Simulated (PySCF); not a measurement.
Task: What does the PBE0-D3(BJ)/def2-SVP structure of `NBC[SiH2]Cl` look like in three dimensions?

Result: 
Z-matrix in Å and degrees, rows numbered from 1:
```
N 
B   1  1.3936
C   2  1.5783  1  121.50
Si  3  1.8646  2  111.06  1   -83.14
Cl  4  2.0778  3  110.02  2   -52.33
H   1  1.0108  2  122.64  3   177.91
H   1  1.0124  2  123.79  3    -1.01
H   2  1.2105  1  117.49  3  -178.49
H   3  1.1014  2  111.59  1   156.21
H   3  1.1058  2  112.15  1    34.63
H   4  1.4922  3  112.56  2  -171.70
H   4  1.4926  3  110.67  2    66.09
```

N1 (boron-bound nitrogen) is planar (angles 123.8°, 122.6° and 113.6°, sum 360.0°, 0.01 Å off the plane of its three neighbours). Si4 (chlorine-bound silicon) is tetrahedral (angles from 107.1° to 112.6°). B2 (three-coordinate boron) is planar (angles 121.5°, 121.0° and 117.5°, sum 360.0°, 0.01 Å off the plane of its three neighbours).

The calculation used PBE0-D3(BJ)/def2-SVP geometry optimisation, gas phase (PySCF).

Point group: C1 (no symmetry element, even within 0.4 Å). Stationary, but not proved a minimum. The numbers are those of one conformer (N1–B2–C3–Si4 -83°, B2–C3–Si4–Cl5 -52°).

Time: 57 s wall; peak memory 0.47 GiB. Hardware: one thread, Arm Neoverse V1 (aarch64), shared host. This is the geometry optimisation.
